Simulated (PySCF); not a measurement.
F₄Ge, SMILES [Ge]([F])([F])([F])[F] (connectivity only; charge and spin as stated), charge -1, multiplicity 2. Atoms are numbered in the order given.

```xyz
5

F      1.3845     0.0000     0.9181
Ge     0.0000     0.0000    -0.2270
F     -1.3845     0.0000     0.9181
F      0.0000    -1.8563    -0.5144
F      0.0000     1.8563    -0.5144
```
Charge -1, spin multiplicity 2.

Coordinates come from a B3LYP-D3(BJ)/def2-SVPD optimisation. The multiplicity is an assumed one; other spin states were not compared. The isomer is the one that the SMILES or the coordinates give; other isomers of the formula were not compared.

All values below come from B3LYP-D3(BJ)/def2-SVPD in PySCF.

Frequencies are harmonic and unscaled.

Computed harmonic wavenumbers and intensities:
```tsv
mode	ν (cm⁻¹)	IR (km/mol)	moving atoms (share of kinetic energy)
1	127	9.2	F 77 %, Ge 23 %
2	133	2.4	F 96 %
3	216	0.0	F 100 %
4	250	25.9	F 73 %, Ge 27 %
5	259	7.5	F 89 %, Ge 11 %
6	450	3.2	F 99 %
7	491	254.1	F 62 %, Ge 38 %
8	594	134.8	F 75 %, Ge 25 %
9	597	99.2	F 80 %, Ge 20 %
```
